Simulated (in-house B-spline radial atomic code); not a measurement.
Solving the quasi-particle equation for 4p of the technetium ion Tc⁷⁺

Configuration [Ar] 3d10 4s2 4p6, start r2SCAN; correlation leaves out the 4 deepest shells, empty levels kept to 42666.7 hartree. Computed with an all-electron radial atomic-structure program (B-spline basis): all electrons, scalar-relativistic (spin-free one-electron X2C), finite nucleus, each spin shell either full or empty, empty states to l = 9 with an (l + 1/2)⁻⁴ tail; G0W0 by contour deformation at full frequency.

At the mean-field level ε = -143.121 eV the matrix elements are Σx = -40.724 eV, v_xc = -32.134 eV and Σc(ε) = -1.112 eV, and the slope of the correlation self-energy is dΣc/dω = -0.0359. The quasi-particle energy solves E = ε + Σx − v_xc + Σc(E).

**Question.** What does the linearised equation give?

**Answer.** Z = 1/(1 − dΣc/dω) = 1/1.0359 = 0.9653. The first-order shift is Σx − v_xc + Σc(ε) = -40.724 − (-32.134) + (-1.112) = -9.702 eV, so E ≈ ε + Z × shift = -143.121 + 0.9653 × (-9.702) = -152.486 eV.

**Question.** How does that compare with the full solution and with static screening?

**Answer.** Solving the equation at full frequency dependence gives E = -152.477 eV, where Σc = -0.766 eV and the weight is 0.963; the linearised value is off by 9 meV. Leaving Z out would give -152.823 eV. Static COHSEX puts -4.018 eV in place of Σc and gives -155.729 eV, 3.25 eV deeper.
